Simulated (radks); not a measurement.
Numerical settings for the xenon ion Xe3+, [Kr] 4d10 5s2 5p3. Method: scalar-relativistic Kohn-Sham, r2SCAN, spin-polarised, spherical densities, finite nucleus; open shells are filled with parallel spins first (spin-orbit coupling, left out, can overturn this in heavy ions); meta-GGA in the generalised Kohn-Sham scheme; Fermi nuclear charge, rms radius 4.7859 fm; computed with a radial shooting solver on a logarithmic mesh with Libxc functionals. The defaults (mesh step 0.008 in ln r, mesh end at 40 bohr or more with all orbitals vanishing there, Anderson mixing 0.5 over 9 steps, residual threshold near 1e-9 with the energy settled to 1e-9 hartree or 1e-11 of itself, here a cap of 55 iterations) give E = -7445.676 hartree and 5p at -38.638 eV in 12 iterations. Run on one thread of a shared host, so times are rough (Intel(R) Xeon(R) 6975P-C): 0.16 s of CPU time, 0.16 s wall, 12 iterations on 2213 mesh points. Changes against that run (0 stands for a change within the tolerance of the run):

setting                    iterations  converged  E (mhartree)  e(5p) (meV)  CPU (s)
mesh step in ln r 0.05             10        yes         +1.47      +0.0644     0.03
mesh step in ln r 0.02             11        yes      +0.00667     -0.00314     0.07
mesh step in ln r 0.003            16        yes             0      +0.0112     0.49
mesh end (bohr) 400                12        yes             0            0     0.15
mesh end (bohr) 5                  12        yes         +6.24         +152     0.15
residual threshold 0.001           10        yes             0      +0.0226     0.14
residual threshold 1e-05           10        yes             0      +0.0226     0.14
mixing 0.01                        18        yes             0      +0.0336     0.22
linear mixing, mixing 0.5          22        yes             0      +0.0448     0.25
linear mixing, mixing 1            37         no      diverged            -     0.47
mixing history 2                   13        yes             0      +0.0208     0.16
iteration cap 2                     2         no     +1.88e+03    -1.48e+04     0.04

Settings that end as converged yet miss the energy by more than 1 mhartree: mesh step in ln r 0.05 (+0.00147 hartree); mesh end (bohr) 5 (+0.00624 hartree). A mesh that ends early acts as a hard wall.
